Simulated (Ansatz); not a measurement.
Name a neutral molecule of C, O, S, Si and H with HOMO–LUMO gap (B3LYP/def2-TZVPP) between 4.25 and 4.55 eV and HOMO energy (ωB97M-V/def2-TZVPP) between -9.05 and -8.75 eV (Ansatz, PBE0-D4/def2-TZVP geometry).

`O[SiH2]OC=S` (4.52 eV, -8.91 eV); `C=C([SiH3])OC=S` (4.46 eV, -8.97 eV); `O=C1[SiH2]SS1` (4.30 eV, -8.95 eV). Other molecules can fit too; these were computed, each in one conformer that needn't be the lowest.

B3LYP here is the variant with VWN-RPA as its local correlation; programs differ in this.
